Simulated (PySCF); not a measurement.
**Dipole response of Ta+ (tantalum, charge +1)**

[Xe] 4f14 5d3 6s1, high-spin 5F determinant. All numbers are calculated (PySCF 2.14, a scalar-relativistic core potential, in aug-cc-pVTZ-PP with one added diffuse shell each of s, p, d, f, g type with ECP60MDF (7s7p6d4f3g, 113 functions)). Coupled (time-dependent) response in atomic units; α is the mean over directions.

| method | mean α (bohr³) | C₆ (like pair) | S(−4) |
| --- | --- | --- | --- |
| PBE0 | 42.93 | 372.2 | 857.9 |

S(−4) is the Cauchy moment in α(ω) = α(0) + S(−4) ω² + …

Spin-orbit coupling is absent.

α(iu) at PBE0:

| u (hartree) | α(iu) (bohr³) |
| --- | --- |
| 0 | 42.93 |
| 0.0500 | 40.91 |
| 0.100 | 36.04 |
| 0.200 | 25.48 |
| 0.300 | 18.30 |
| 0.500 | 11.03 |
| 0.750 | 7.086 |
| 1.00 | 5.074 |
| 1.50 | 3.050 |
| 2.00 | 2.049 |
| 3.00 | 1.100 |
| 5.00 | 0.4559 |

A single London oscillator, α(iu) = α/(1 + u²/ω²), gives C₆ = (3/4) ω α². Matching the computed C₆ needs ω = 4 × 372.2 / (3 × 42.93²) = 0.269 hartree.

For an ion, C₆ is the dispersion term alone; charge-induced terms of lower order in 1/R come first.

Energies and moments cover only the electrons outside the core potential. Spin-orbit coupling, absent here, splits the open shell strongly.
